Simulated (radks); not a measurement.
Results of a calculation; reference values are marked as such.
Task: The mean radii <r> (bohr) of the occupied orbitals of an atom or ion are listed with their occupations. Code: a radial shooting solver on a logarithmic mesh with Libxc functionals. Model: Dirac Kohn-Sham, relativistic LDA (MacDonald-Vosko exchange, VWN5 correlation), spin-unpolarised, spherical densities, finite nucleus; Fermi nuclear charge, rms radius of each element as measured or else 0.836 A^(1/3) + 0.57 fm.

orbital  occ.      <r>
1s1/2       2  0.01611
2s1/2       2  0.06561
2p1/2       2  0.05359
2p3/2       2  0.06194

Name the element and its charge. Open shells, if any, fill j = l - 1/2 first.

Result: Z = 82, lead, charge +74: Pb74+ in [He] 2s2 2p4. The 1s radius gives Z: for a bare nucleus <r> = (2 gamma + 1)/(2Z) with gamma = sqrt(1 - (Z/c)^2), 0.01587 bohr for Z = 82, and screening makes it slightly larger (0.01611 here). The occupations add up to 8, and the charge is Z minus that.
